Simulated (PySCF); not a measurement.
## Spinor energies of Sb⁺ (antimony, charge +1)

Start: [Kr] 4d10 5s1 5p3; 5s1/2 filled at m_j = +1/2; 5p3/2 filled at m_j = -1/2, +1/2, +3/2. Calculated with PySCF 2.14 in x2c-SVPall-2c with one added diffuse shell each of s, p type (7s9p4d, 54 functions): generalised Hartree-Fock with the X2C-1e Hamiltonian and a Gaussian nucleus; one run each with spin-orbit coupling (SO) switched off, then screened by Boettger's factors. This is a chosen level, not necessarily the ground level.

```tsv
spinor shell	electrons	ε, spin-free (eV)	ε, screened SO (eV)	weight of nominal j (screened SO)	rms radius, screened SO (bohr)
1s1/2	2	-30647.7	-30644.7	1.000	0.0326
2s1/2	2	-4764.9	-4764.0	1.000	0.133
2p1/2	2	-4272.7	-4447.7	1.000	0.115
2p3/2	4	-4272.7	-4193.0	1.000	0.120
3s1/2	2	-981.81	-981.56	1.000	0.352
3p1/2	2	-817.27	-850.47	1.000	0.345
3p3/2	4	-817.27	-801.99	1.000	0.356
3d3/2	4	-566.37	-572.06	1.000	0.330
3d5/2	6	-566.37	-562.30	1.000	0.333
4s1/2	2	-185.56	-185.48	1.000	0.841
4p1/2	2	-132.82	-138.96	0.998	0.893
4p3/2	4	-132.82	-129.94	0.999	0.920
4d3/2	4	-53.463	-54.280	0.931	1.11
4d5/2	6	-53.463	-52.834	0.954	1.11
5s1/2	1	-29.718	-29.681	1.000	2.34
5p3/2	3	-17.851	-17.862	0.625	2.80
```

| quantity | spin-free | screened SO |
| --- | --- | --- |
| E (hartree) | -6476.02944 | -6477.65760 |
| M_J | 2 | 2 |
| ⟨J²⟩ | 6.004 | 6.004 |
| ⟨L²⟩ | 0.000 | 0.036 |
| ⟨S²⟩ | 6.004 | 5.981 |

Each row is a mean over spinors that exchange with the open shell spreads, by up to 1.106 eV (4s1/2).

Rows whose weight is well below 1 are mixtures of j = l ± 1/2: exchange outweighs spin-orbit coupling there, and the label is only the starting occupation.

Breit and QED terms are absent; they matter most for the inner s and p1/2 levels.

Densities and radii are taken from the X2C orbitals without a picture-change correction, which distorts them close to the nucleus.

Without spin-orbit coupling the j labels of p, d and f shells carry no meaning; the spin-free column gives the mean over the occupied spinors of each nl shell.
